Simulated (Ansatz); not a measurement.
Relaxation of BH$_{8}$NO$_{2}$Si (13 atoms, charge 0, multiplicity 1), to a largest force component of 0.03 eV/Å in at most 50 steps.

These are results of RKS PBE/def2-mTZVP in Ansatz 0.2.0, not measurements.

```xyz
13
Properties=species:S:1:pos:R:3
B -0.240 0.442 -0.374
O 0.011 -0.285 2.128
H -0.876 -0.416 2.512
H 0.876 0.011 -0.454
N -1.307 -0.273 -0.951
H -1.166 -1.192 -1.359
H -2.277 0.032 -0.966
O -0.400 1.726 0.172
Si -1.635 2.841 0.241
H -2.872 2.370 -0.469
H -1.972 3.079 1.680
H -1.174 4.119 -0.380
H 0.098 0.700 2.064
```

**Question.** Where does it end, and by what steps?

**Answer.** The run converged. The force dipped under the threshold on the way, but the program's further checks kept it going. After 47 steps the energy has fallen by 0.181 eV; H3 moved furthest, 1.87 Å.

| step | energy less start (eV) | largest force component (eV/Å) | accepted |
| --- | --- | --- | --- |
| 0 | 0.0000 | 0.605 | yes |
| 2 | -0.0343 | 0.609 | no |
| 4 | -0.0706 | 0.212 | yes |
| 6 | -0.0658 | 1.107 | no |
| 8 | -0.0978 | 0.291 | yes |
| 10 | -0.1024 | 0.818 | no |
| 12 | -0.1215 | 0.162 | yes |
| 14 | -0.1344 | 0.429 | yes |
| 16 | -0.1532 | 0.233 | yes |
| 18 | -0.1606 | 0.036 | yes |
| 20 | -0.1638 | 0.141 | yes |
| 22 | -0.1679 | 0.148 | yes |
| 24 | -0.1710 | 0.102 | yes |
| 26 | -0.1731 | 0.045 | yes |
| 28 | -0.1735 | 0.027 | yes |
| 30 | -0.1741 | 0.044 | yes |
| 32 | -0.1750 | 0.037 | yes |
| 34 | -0.1755 | 0.037 | yes |
| 36 | -0.1764 | 0.056 | yes |
| 38 | -0.1772 | 0.122 | no |
| 40 | -0.1788 | 0.099 | yes |
| 42 | -0.1793 | 0.037 | yes |
| 44 | -0.1794 | 0.151 | no |
| 46 | -0.1808 | 0.076 | no |
| 47 | -0.1811 | 0.021 | yes |

```xyz
13
Properties=species:S:1:pos:R:3
B -0.786 -0.095 -0.553
O 0.562 1.168 2.912
H 0.190 0.628 3.633
H -0.139 -1.071 -0.277
N -1.327 0.027 -1.845
H -1.190 -0.691 -2.550
H -1.892 0.809 -2.169
O -0.952 0.862 0.441
Si -1.716 2.356 0.522
H -2.644 2.527 -0.648
H -2.506 2.404 1.785
H -0.692 3.441 0.493
H 0.158 0.789 2.102
```

Whether the end is a true minimum wasn't checked by a vibrational analysis.

Time of the run: 69 s on 4 threads of Arm Neoverse V2 (shared host), peak memory 0.16 GiB.
